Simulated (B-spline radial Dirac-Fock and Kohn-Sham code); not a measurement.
## Se³⁺: photoemission with 10600 eV photons

System: the Se³⁺ ion, [Ar] 3d10 4s2 4p1.

The computed values come from a radial atomic solver: independent-particle photoionisation in a Dirac-Hartree-Slater potential with a Latter tail, all multipoles, thresholds from Dirac-Fock ΔSCF. The asymmetry parameter β is from the dipole term alone. Kinetic energies are from the vacuum level. Open shells are spread statistically over j, without multiplet splitting.

```
subshell  electrons  binding (eV)  kinetic (eV)   σ (kb)     β
      2s          2        1707.7        8892.3        ?     ?
   2p1/2          2        1524.2        9075.8    0.706  1.00
   2p3/2          4        1483.2        9116.8     1.26  1.00
      3s          2         281.3       10318.7    0.328  2.00
   3p1/2          2         217.4       10382.6    0.100  0.93
   3p3/2          4         211.5       10388.5    0.179  0.93
   3d3/2          4         101.9       10498.1  0.00718  0.41
   3d5/2          6         101.1       10498.9   0.0101  0.41
      4s          2         53.55       10546.4   0.0423  2.00
   4p1/2       0.33         42.17       10557.8  0.00172  0.92
   4p3/2       0.67         41.62       10558.4  0.00307  0.92
```

Problem. What are σ and β for 2s?

Solution. σ = 2.10 kb, the largest of all subshells and 44 % of the total, and β = 2.00.

Run: 4.0 s of CPU time on 1 thread of Intel(R) Xeon(R) Platinum 8488C (shared host), peak memory 0.35 GiB.
